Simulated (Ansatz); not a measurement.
Bond stretch in GeMg, lowest singlet found (which spin is the ground state isn't settled by this scan).

Levels of theory: RKS-PBE = Ansatz (a program for electronic structure) with restricted PBE/aug-cc-pVDZ; RKS-CAM-B3LYP = restricted CAM-B3LYP/aug-cc-pVDZ run with Ansatz; FCI = full CI/aug-cc-pVDZ, cores with 3d frozen run with Ansatz.

Energies relative to the lowest point of each curve between 2.15 and 3.11 Å, where full CI is lowest, in kJ/mol; the last columns give the error against full CI:

```tsv
R / Å	RKS-PBE	RKS-CAM-B3LYP	FCI	RKS-PBE − FCI	RKS-CAM-B3LYP − FCI
1.86	317.3	305.9	350.4	-33.1	-44.5
2.03	148.4	141.2	169.6	-21.2	-28.4
2.15	78.4	73.7	92.6	-14.2	-19.0
2.27	35.7	33.0	44.5	-8.9	-11.6
2.35	18.2	16.6	24.3	-6.1	-7.7
2.49	2.6	2.3	5.1	-2.4	-2.8
2.55	0.3	0.2	1.5	-1.2	-1.3
2.62	0.0	0.0	0.0	0.0	0.0
2.71	2.5	2.3	1.2	1.3	1.1
2.84	10.3	8.9	7.3	3.0	1.6
2.98	21.7	18.3	17.1	4.6	1.2
3.11	33.5	27.6	27.4	6.1	0.2
3.28	49.1	39.3	40.9	8.3	-1.6
3.53	69.4	53.9	57.8	11.6	-4.0
3.82	88.5	66.4	71.9	16.6	-5.5
4.18	105.8	76.4	82.3	23.5	-5.9
4.59	118.5	82.7	88.5	30.0	-5.8
5.13	127.5	86.3	92.1	35.5	-5.8
5.70	131.8	87.6	93.6	38.2	-6.0
6.57	134.0	88.0	94.4	39.5	-6.4
7.56	134.6	88.2	94.9	39.7	-6.7
8.80	134.8	88.2	95.0	39.8	-6.9
```

RKS-PBE is furthest from FCI at 8.80 (39.8 kJ/mol, above); its mean absolute error over the points is 17.5 kJ/mol.

RKS-CAM-B3LYP is furthest from FCI at 1.86 (-44.5 kJ/mol, below); its mean absolute error over the points is 7.9 kJ/mol.

The restricted form behind RKS-PBE, RKS-CAM-B3LYP keeps the bonding electrons paired and can't separate into open-shell fragments. Also computed but left out beside FCI, since their determinant holds another spin at the minimum (<S²> over 0.7 above the pure value): UHF, UMP2, UCCSD, UCCSD(T), UCCSDT, UCCSDT(Q), UKS-CAM-B3LYP, UKS-B3LYP, UKS-PBE, UKS-B3LYP/6-31G*, UHF/LANL2DZ, UKS-B3LYP/3-21G, UKS-LDA (SVWN5)/6-31G*.
